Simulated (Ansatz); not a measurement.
Q: Name a neutral molecule of C, Cl, F, Hf, O and H with HOMO–LUMO gap (ωB97M-V/def2-TZVPP) between 12.10 and 12.40 eV and LUMO energy (PBE0/def2-TZVPP) between -1.65 and -1.35 eV (Ansatz, PBE0-D4/def2-TZVP geometry).

A: `FC(F)(F)C[O][Hf]([Cl])([Cl])[Cl]` (12.19 eV, -1.56 eV). Other molecules can fit too; these were computed, each in one conformer that needn't be the lowest.
